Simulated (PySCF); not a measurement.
A run with a changed setting

The sound run of La(BH4)3 (singlet) uses PySCF 2.14.0, RKS PBE, La lcecp-1-SVP with ECP46, B def2-SVP, H def2-SVP; non-relativistic Hamiltonian with scalar-relativistic core potentials where named; density fitting; no spin-orbit coupling, grid (50, 194), threshold 1e-8 and 55 cycles at the relaxed geometry. This run, with dm0 from free metal ions and neutral atoms, differs:

```python
mol = gto.M(atom='''
La     0.00000     0.00000     0.00000
B      2.60497     0.01148    -0.00000
H      3.81881    -0.00642     0.00000
H      2.10614    -0.58185     1.00077
H      2.10614    -0.58185    -1.00077
H      2.12906     1.17442    -0.00000
B     -1.31243     2.25022     0.00000
H     -1.90384     3.31040     0.00000
H     -0.54917     2.11490     1.00077
H     -0.54917     2.11490    -1.00077
H     -2.08161     1.25661     0.00000
B     -1.29254    -2.26171     0.00000
H     -1.91497    -3.30398     0.00000
H     -1.55697    -1.53305     1.00077
H     -1.55697    -1.53305    -1.00077
H     -0.04745    -2.43103     0.00000''',
    basis={'La': 'lcecp-1-SVP', 'B': 'def2-SVP', 'H': 'def2-SVP'},
    ecp={'La': 'lcecp-1-SVP'},
    charge=0, spin=0)
mf = dft.RKS(mol, xc='PBE')
mf.grids.atom_grid = (50, 194)  # f atoms: unpruned, at least (60, 302)
mf = mf.density_fit()  # fitting sets: La AutoAux, B def2-universal-JKFIT, H def2-universal-JKFIT
mf.conv_tol = 1e-08; mf.max_cycle = 8
mf.kernel(dm0)
mf.nuc_grad_method().kernel()
```

What was changed, and how did it end?

The cycle limit was cut. It converged in 8 cycles, 0.000 eV from the sound run, largest force component 0.01 eV/Å. No harm here: the result survives it.
```
init E= -114.051173837795
cycle= 1 E= -113.153233642009  delta_E= 0.898  |g|= 0.268  |ddm|= 3.46
cycle= 2 E= -113.144654060735  delta_E= 0.00858  |g|= 0.289  |ddm|= 0.921
cycle= 3 E= -113.175312211369  delta_E= -0.0307  |g|= 0.091  |ddm|= 0.524
cycle= 4 E= -113.17842622679  delta_E= -0.00311  |g|= 0.0195  |ddm|= 0.151
cycle= 5 E= -113.178580840537  delta_E= -0.000155  |g|= 0.00376  |ddm|= 0.0363
cycle= 6 E= -113.178586538322  delta_E= -5.7e-06  |g|= 0.000411  |ddm|= 0.00773
cycle= 7 E= -113.17858660977  delta_E= -7.14e-08  |g|= 3.71e-05  |ddm|= 0.000985
cycle= 8 E= -113.178586610372  delta_E= -6.02e-10  |g|= 7.25e-06  |ddm|= 8.78e-05
Extra cycle  E= -113.17858661038  delta_E= -7.96e-12  |g|= 6.02e-06  |ddm|= 2.06e-05
converged SCF energy = -113.17858661038
```

Run from Python with OMP_NUM_THREADS=4; the lines above give its settings.
It took 4.3 s on 4 threads of AMD EPYC 9R45 96-Core Processor (Zen 5), with other jobs on the host.

A frequency check found unstable modes (3, the lowest at -36 cm⁻¹), so the relaxed geometry is a saddle point, or these are noise.
